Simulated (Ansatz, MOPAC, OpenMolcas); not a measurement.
# CH4FGeN (SMILES [H]/N=[C](/F)[GeH3]): the HOMO–LUMO gap, rung by rung

The species is CH4FGeN (8 atoms), meant as a singlet with charge 0. SMILES: `[H]/N=[C](/F)[GeH3]`. Geometry: relaxed at PBE0-D4/def2-TZVP.

Quantity: the HOMO–LUMO gap, in eV. The values are calculated.

```csv
level,kind,program,value (eV)
MNDO,semi-empirical,MOPAC,11.66
HF/6-31G* (spherical functions),Hartree–Fock,OpenMolcas,14.99
SVWN5/6-31G* (spherical functions),LDA,OpenMolcas,5.07
revPBE/6-31G* (spherical functions),GGA,OpenMolcas,5.18
M06-L/6-31G* (spherical functions),meta-GGA,OpenMolcas,5.64
BHLYP/6-31G* (spherical functions),global hybrid,OpenMolcas,10.26
HSE06/6-31G* (spherical functions),range-separated hybrid,Ansatz,6.90
PBE-QIDH/6-31G* (spherical functions),double hybrid,Ansatz,12.20
```

All-electron rows without a relativistic Hamiltonian named are non-relativistic. The values span 5.07 to 14.99 eV. Orbital gaps aren't excitation energies, and those of double hybrids come from the SCF part alone; they tend to grow with the share of exact exchange.
